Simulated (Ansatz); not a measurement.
System: ZrO, charge 0, singlet. ZrO (SMILES [O]=[Zr]).
B3LYP-D3(BJ)/def2-TZVP minimum from Ansatz (a program for electronic structure):
```
Zr
O 1 1.7178
```

Property: atomisation energy (electronic, to ground-state atoms), in kJ/mol. Radicals and triplets start from unrestricted determinants; spin-orbit coupling is neglected. Cores are frozen in correlated methods (noble-gas shells, and filled d and f shells in the p block). Past Kr the def2 sets carry scalar-relativistic core potentials. CBS(X,Y): correlation extrapolated as X^-3, Hartree-Fock from the larger set. A bracket is a step between two methods taken in the basis named. The T1 diagnostic of OZr ([O]=[Zr], singlet) reaches 0.035 in the sets run. The restricted determinant of OZr ([O]=[Zr], singlet) is unstable towards broken spin symmetry in at least one set run.

CCSD(T)/CBS(def2-TZVPP,def2-QZVPP) + [CCSDT(Q) - CCSD(T)]/def2-QZVPP + [CCSDTQ - CCSDT(Q)]/def2-SVP (Ansatz) gives 753.4 kJ/mol.

Problem. How far off this value is PBE/def2-TZVPD (Ansatz), in which direction, and how far these levels: r2SCAN/def2-TZVPD, B3LYP/def2-TZVPD, PBE0/def2-TZVPD, wB97M-V/def2-TZVPD, CCSD(T)/CBS(def2-TZVPP,def2-QZVPP)?

Solution. PBE gives 809.2 kJ/mol, 55.8 kJ/mol above it. Differences of the others: r2SCAN/def2-TZVPD (Ansatz) -26.0; B3LYP/def2-TZVPD (Ansatz) -21.0; PBE0/def2-TZVPD (Ansatz) -26.6; wB97M-V/def2-TZVPD (Ansatz) -23.4; CCSD(T)/CBS(def2-TZVPP,def2-QZVPP) (Ansatz) 2.9 kJ/mol.
